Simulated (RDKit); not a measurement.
Job for RDKit: UFF on H6OSSi (a complex), monomers drawn apart or pushed together.

```python
from rdkit import Chem
from rdkit.Chem import AllChem, rdDetermineBonds

blocks = [
'''3

S     0.45933343   -0.12802745   -0.02943254
H     0.27056481    0.59534090    1.08954442
H    -0.85836715   -0.21638356   -0.26958854
''',
'''6

O    -0.13131749    0.99959595    3.58383630
Si   -0.41376744   -0.48281611    4.27758645
H     0.42699702    1.62355038    4.05433431
H     0.82217107   -1.29724232    4.33877037
H    -1.41759598   -1.13816042    3.41991535
H    -0.93935700   -0.32217647    5.65540569
''',
]
mol = None
for b in blocks:
    f = Chem.MolFromXYZBlock(b)
    rdDetermineBonds.DetermineBonds(f, charge=0)
    mol = f if mol is None else Chem.CombineMols(mol, f)
Chem.SanitizeMol(mol)
print(Chem.MolToSmiles(Chem.RemoveHs(mol)))
ff = AllChem.UFFGetMoleculeForceField(mol, vdwThresh=100.0, ignoreInterfragInteractions=False)
e = ff.CalcEnergy()
print(f'UFF energy {e:.6f} kcal/mol')
```

Output:

```
O[SiH3].S
UFF energy 6.544794 kcal/mol
```

The run finished.

Cost: about 0.05 core-seconds (a rough figure).
